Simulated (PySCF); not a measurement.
# How methods differ on the ionisation energy of Ru

Ru [Kr] 4d7 5s1 (5F) → Ru⁺ [Kr] 4d7 (4F), as a difference of total energies. Computed with PySCF 2.14 in aug-cc-pwCVDZ-PP with ECP28MDF (6s6p5d3f, 70 functions), with scalar relativity through the core potential. Correlated levels: valence and next inner shell: nothing frozen outside the core potential. The calculations carry no spin-orbit coupling.

```json
{"method": "UHF", "ionisation energy (eV)": "6.291"}
{"method": "MP2 (valence and next inner shell)", "ionisation energy (eV)": "7.386"}
{"method": "SCS-MP2 (valence and next inner shell)", "ionisation energy (eV)": "7.103"}
{"method": "CCSD (valence and next inner shell)", "ionisation energy (eV)": "7.250"}
{"method": "CCSD(T) (valence and next inner shell)", "ionisation energy (eV)": "7.341"}
```

Problem. How much does correlation contribute at CCSD(T) (valence and next inner shell)?

Solution. 7.341 − (6.291) = 1.050 eV, measured against UHF.

Errors of the correlated levels include the incompleteness of this basis.

For comparison: 7.365 eV (measured; NIST levels, between the centres of gravity of the two terms).
